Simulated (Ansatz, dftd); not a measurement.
Reaction: BNH4 (SMILES NB) → BNH3 (SMILES [BH]N, doublet) + H (doublet) (the B-H bond breaks)
Each species at its own B3LYP-D3(BJ)/def2-TZVP minimum (Ansatz, an electronic-structure program).

Quantity: bond dissociation energy (electronic), in kcal/mol. Radicals and triplets start from unrestricted determinants; spin-orbit coupling is neglected. Correlated methods leave the cores frozen. Rows without X2C or -DK are non-relativistic. CBS(X,Y): correlation extrapolated as X^-3, Hartree-Fock from the larger set. A bracket is a step between two methods taken in the basis named. Functionals run without relativity, which enters their misses. '+ core + X2C': CCSD(T) terms for core correlation (cc-pwCVTZ) and scalar relativity (cc-pVTZ-DK). Where a partner has so few electrons that a lower coupled-cluster level is exact, that level stands in.

```
level                                                                                                          program  bond dissociation energy (kcal/mol)  difference against the last row
------------------------------------------------------------------------------------------------------  --------------  -----------------------------------  -------------------------------
PBE0-D3(BJ)/def2-TZVPD                                                                                  Ansatz + dftd3                                107.3                             -4.8
PBE0/def2-TZVPD                                                                                                 Ansatz                                107.1                             -5.0
MP2/cc-pVTZ                                                                                                     Ansatz                                108.4                             -3.7
CCSD(T)/CBS(cc-pVTZ,cc-pVQZ)                                                                                    Ansatz                                111.9                             -0.2
CCSDT(Q)/cc-pVDZ                                                                                                Ansatz                                107.3                             -4.8
CCSDT(Q)/cc-pVTZ                                                                                                Ansatz                                110.7                             -1.4
CCSDTQ/cc-pVDZ                                                                                                  Ansatz                                107.3                             -4.8
CCSD(T)/CBS(cc-pVTZ,cc-pVQZ) + [CCSDT(Q) - CCSD(T)]/cc-pVTZ + [CCSDTQ - CCSDT(Q)]/cc-pVDZ + core + X2C          Ansatz                                112.1                              0.0
```
